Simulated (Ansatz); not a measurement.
Reaction (atomization): `O=[CH][Ga]([OH])[OH]` → C• + Ga• + 3 H• + 3 O•

Calculated with Ansatz (gas phase, PBE0-D4/def2-TZVP geometries, no zero-point term in ΔE). CCSD(T)/CBS is the MP2 limit (def2-TZVPP, def2-QZVPP) plus CCSD(T) − MP2 in def2-TZVPP, frozen cores. This one scheme is used for every species, atoms too. Functionals use def2-TZVPP. No spin–orbit coupling; open shells (•) take unrestricted orbitals. Spin–orbit coupling would lower the free atoms: a little for C, O; clearly for Ga. Bonds to Ga are less sure, by a few kJ/mol each and by 10 to 20 or more in all where they break to atoms, as the def2 sets lack core-valence functions. Scalar relativity is left out up to krypton. One conformer a species, not always the lowest.

```csv
level,ΔE (kcal/mol),difference from CCSD(T)/CBS
LDA (SPW92),854.8,129.5
BLYP-D4,724.8,-0.5
ωB97X-V,721.5,-3.8
PBE-QIDH,711.3,-14.0
revPBE,708.9,-16.4
r2SCAN,723.4,-1.9
PBE0,711.7,-13.6
r2SCAN0,697.0,-28.3
BHLYP,669.6,-55.7
HF/def2-SVP,469.8,-255.5
CCSD(T)/def2-SVP,674.5,-50.8
CCSD/def2-TZVPP,687.4,-37.9
CCSD(T)/def2-TZVPP,704.3,-21.0
SCS-MP2/def2-QZVPP,735.0,9.7
CCSD/def2-QZVPP,699.6,-25.7
HF/CBS(def2),469.8,-255.5
CCSD(T)/CBS,725.3,0
```

Largest T1 diagnostic among the species: 0.016.

At CCSD(T), def2-SVP lies −50.8 kcal/mol from the extrapolated value and def2-TZVPP −21.0 kcal/mol: correlation converges slowly with the basis, and small sets miss more of it in the bonded molecule than in its fragments. From r2SCAN to r2SCAN0 (25 % exact exchange), in def2-TZVPP and without D4, ΔE moves by −26.5 kcal/mol: exact exchange takes away binding that semilocal exchange gives to molecules.

For atomizations the MP2-based limit and the directly extrapolated one differ by several kJ/mol either way, and by 10 to 25 for some Ge, Se and Sn compounds, so smaller differences from it don't rank the levels.
